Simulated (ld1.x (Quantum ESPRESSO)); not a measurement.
# Before and after: TM potential for Mo

- Element: Mo
- Generator: ld1.x (Quantum ESPRESSO) 7.5
- Type: norm-conserving Troullier–Martins (Kleinman–Bylander form)
- Functional: PBEsol
- Relativity: scalar-relativistic
- Frozen core: [Kr]
- Valence charge: 6
- Reference configuration: 4d4 5s2 5p0
- Partial waves: 5s (bound): rc 2.80 bohr; 4d (bound): rc 2.45 bohr; 5p (bound, empty): rc 3.25 bohr
- Local potential: the p channel
- Core correction: Bessel-smoothed model core inside 2.00 bohr

Change: core correction none.

Cutoffs: the cutoffs (Ry, on a coarse ladder) from which the occupation-weighted sum of valence levels, in a spherical-Bessel basis at the reference potential, stays within 10 and 1 mRy of its value at 400 Ry; they do not see the model core or the augmentation charge, which bear on the density cutoff. Errors are all-electron minus pseudo energies relative to the spin-unpolarised reference configuration.

Predict the effect on cutoff, ghosts and configuration errors.

The potential gets neither clearly harder nor softer (35 Ry and 40 Ry → 35 Ry and 40 Ry); of the 7 tests that both files solve, the error grows in 0 and shrinks in 7 by more than 15 % and 0.3 meV (median size 176.5 → 94.4 meV); neither file shows a bound ghost.

| quantity | base | changed |
| --- | --- | --- |
| cutoff, loose | 35 Ry | 35 Ry |
| cutoff, tight | 40 Ry | 40 Ry |
| bound ghosts | none | none |
| error for 4d5 5s1 5p0, meV [ΔE -0.18 eV] | -116 | -76 |
| error for 4d5 5s0 5p0, meV [ΔE 6.73 eV] | -176 | -94 |
| error for 4d4 5s0 5p0, meV [ΔE 22.18 eV] | -61 | -5.3 |
| error for 4d5 5s0 5p1, meV [ΔE 3.01 eV] | -121 | -65 |
| error for 4d2 5s0 5p0, meV [ΔE 88.38 eV] | -1084 | -263 |
| error for 4d3 5s0 5p0, meV [ΔE 48.91 eV] | -336 | -125 |
| error for 4d5.5 5s0.5 5p0, meV [ΔE 0.11 eV] | -241 | -164 |
| s: phases at 3.56 bohr within 0.05 rad from the reference energy up to (Ry; the scan ends near 5) | 0.9 | 0.9 |
| p: phases at 3.56 bohr within 0.05 rad from the reference energy up to (Ry; the scan ends near 5) | 1.8 | 1.8 |
| d: phases at 3.56 bohr within 0.05 rad from the reference energy up to (Ry; the scan ends near 5) | 0.3 | 0.3 |
